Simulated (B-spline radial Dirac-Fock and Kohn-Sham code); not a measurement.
3p3/2 emission of Rh⁴⁺

System: the Rh⁴⁺ ion in the configuration [Kr] 4d5, inside a Watson sphere of charge -4 and radius 1.8 Å (a model of the Madelung potential; inside it an electron's potential energy is raised by 32.0 eV).

Calculated with a radial B-spline solver, using a relativistic independent-particle model: LDA orbitals of the hole state, radiative multipoles to third order, Auger rates from the Coulomb interaction with a continuum orbital, Dirac-Fock energies.

```
      line  multipole  energy (eV)  width (meV)  share (%)
     M3-M4         E1        187.3       0.0397       4.14
     M3-M5         E1        192.0        0.390       40.6
     M3-N1         E1        415.5        0.242       25.2
     M3-N2         E2        450.9     0.000131     0.0136
     M3-N3         E2        455.0     0.000120     0.0125
     M3-N4         E1        505.7       0.0307       3.20
Mγ (M3-N5)         E1        506.2        0.258       26.9
```

The listed lines hold 100.0 % of the radiative rate. The radiative width is 0.000960 eV in the length form and 0.000868 eV in the velocity form; the two differ because the transition energies are not eigenvalue differences of the potential that gave the orbitals.
